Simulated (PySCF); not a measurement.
A PySCF script (with the pyscf-properties extension) for the NMR shieldings of SMILES C#Cc1pcc(C)cc1C, C$_{9}$H$_{9}$P, on a PBE0-D3(BJ)/def2-SVP geometry:

```python
import basis_set_exchange as bse
import numpy as np
from pyscf import gto, dft
from pyscf.prop import nmr

atoms = """
C    -3.295868    1.812525    1.014024
C    -2.206137    1.304786    0.836502
C    -0.922721    0.715983    0.643863
P     0.212420    0.897573    1.968875
C     1.587435    0.068269    1.330420
C     1.680263   -0.554043    0.084446
C     2.943351   -1.269688   -0.307952
C     0.597864   -0.547331   -0.804835
C    -0.644243    0.043899   -0.567945
C    -1.710062   -0.032016   -1.622155
H    -4.258668    2.259315    1.177906
H     2.468670    0.035804    1.981693
H     2.872750   -2.341772   -0.058565
H     3.129669   -1.198006   -1.389488
H     3.817022   -0.865605    0.222210
H     0.734804   -1.046250   -1.769187
H    -1.359357   -0.576222   -2.509366
H    -2.609135   -0.535089   -1.233352
H    -2.028714    0.975880   -1.930575
"""
names = dict.fromkeys(["C", "P", "H"], "pcSseg-1")
basis = {el: gto.basis.parse(bse.get_basis(n, elements=[el], fmt="nwchem")) for el, n in names.items()}
mol = gto.M(atom=atoms, basis=basis, charge=0, verbose=0)
mf = dft.RKS(mol, xc="PBE0")
mf.grids.level = 2
mf.grids.alignment = dft.numint.BLKSIZE   # the property module wants whole blocks of grid points
mf.conv_tol = 1e-9
mf.kernel()

calc = nmr.RKS(mf)   # GIAO
C = mf.mo_coeff
Co = C[:, mf.mo_occ > 0]
resp = mf.gen_response(singlet=True, hermi=2)
def vind(x):   # induced exchange potential for any number of trial vectors
    d = np.einsum("pi,xij,qj->xpq", C, 2 * x.reshape(-1, C.shape[1], Co.shape[1]), Co, optimize=True)
    return np.einsum("xpq,pi,qj->xij", resp(d - d.transpose(0, 2, 1)), C, Co, optimize=True).ravel()
mo1, _ = nmr.rhf.solve_mo1(calc, with_cphf=vind)
sigma = calc.kernel(mo1)
for i, s in enumerate(sigma):   # ppm
    print("%2d %-2s %9.2f" % (i, mol.atom_pure_symbol(i), np.trace(s) / 3))
```

Question: Give the expected output.

Answer: 
```
 0 C      82.95
 1 C      97.72
 2 C      30.31
 3 P      55.65
 4 C      23.52
 5 C      36.79
 6 C     157.47
 7 C      46.31
 8 C      29.70
 9 C     157.67
10 H      27.08
11 H      22.81
12 H      28.45
13 H      28.89
14 H      29.01
15 H      24.01
16 H      29.24
17 H      28.40
18 H      28.39
```

These numbers come from an equivalent density-fitted implementation of the same equations, which agrees with the script to about 0.01 ppm for H and up to a few tenths of a ppm for heavy atoms, so last digits may differ.

Question: Turn these shieldings into chemical shifts. References, each an isolated molecule treated in the same way: TMS for 13C (σ = 184.41 ppm), 1H (σ = 31.27 ppm); 31P (σ = 310.13 ppm) against H3PO4.

Answer: Averaging equivalent atoms: C 4: 160.9; C 8: 154.7; C 2: 154.1; C 5: 147.6; C 7: 138.1; C 0: 101.5; C 1: 86.7; C 6: 26.9; C 9: 26.7; P 3: 254.5; H 11: 8.45; H 15: 7.26; H 10: 4.19; H 16/17/18: 2.59; H 12/13/14: 2.48 ppm. Experimental scales use liquid or dissolved standards, which lie at an offset from isolated H3PO4.

Size and cost of the density-fitted run: 222 basis functions, 42 s wall time on 1 thread of an Arm Neoverse V2, shared host; peak memory 1.1 GiB.
